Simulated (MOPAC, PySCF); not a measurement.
C₂H₆I₂O₂Sn, SMILES `C[O][Sn]([I])([I])[O]C` (C–O–Sn–I torsion -172°, I–Sn–O–C torsion -46°), neutral singlet in the gas phase. 

Z-matrix (Å, degrees):
```
Sn
O 1 2.0116
C 2 1.4192 1 119.02
H 3 1.1114 2 107.22 1 172.74
H 3 1.1148 4 107.91 2 -121.95
H 3 1.1155 4 107.37 5 -116.21
O 1 2.0117 2 110.29 3 69.11
C 7 1.4193 1 119.04 2 69.27
H 8 1.1114 7 107.23 1 172.71
H 8 1.1148 9 107.91 7 -121.95
H 8 1.1155 9 107.36 10 -116.21
I 1 2.7020 2 104.87 3 -172.13
I 1 2.7022 2 110.27 3 -46.19
```
Charge 0, multiplicity 1.

All levels are single points at this geometry (PBE-D3(BJ)/def2-SVP); Pople sets use spherical d functions. Orbital energies aren't observables, and empty levels follow the basis.

PM7 in MOPAC gives gap (eV) = 8.70.

Question: Estimate the gap (eV) from each of these levels: PBE-D3(BJ)/def2-TZVP in PySCF; B3LYP/6-311+G** (LANL2DZ on I, Sn) in PySCF; B3LYP/6-31G* (LANL2DZ on I, Sn) in PySCF; B3LYP/LANL2DZ in PySCF; BP86/6-31G* (LANL2DZ on I, Sn) in PySCF; M06-2X/6-31G* (LANL2DZ on I, Sn) in PySCF; PBE/6-31G* (LANL2DZ on I, Sn) in PySCF; SVWN5/6-31G* (LANL2DZ on I, Sn) in PySCF; HF/6-31G* (LANL2DZ on I, Sn) in PySCF; AM1 in MOPAC; PM3 in MOPAC; PM6 in MOPAC.

Answer: 
| level | gap (eV) |
|---|---|
| PBE-D3(BJ)/def2-TZVP in PySCF | 2.66 |
| B3LYP/6-311+G** (LANL2DZ on I, Sn) in PySCF | 4.39 |
| B3LYP/6-31G* (LANL2DZ on I, Sn) in PySCF | 4.33 |
| B3LYP/LANL2DZ in PySCF | 4.26 |
| BP86/6-31G* (LANL2DZ on I, Sn) in PySCF | 2.54 |
| M06-2X/6-31G* (LANL2DZ on I, Sn) in PySCF | 6.41 |
| PBE/6-31G* (LANL2DZ on I, Sn) in PySCF | 2.52 |
| SVWN5/6-31G* (LANL2DZ on I, Sn) in PySCF | 2.52 |
| HF/6-31G* (LANL2DZ on I, Sn) in PySCF | 10.32 |
| AM1 in MOPAC | 7.13 |
| PM3 in MOPAC | 6.12 |
| PM6 in MOPAC | 7.42 |
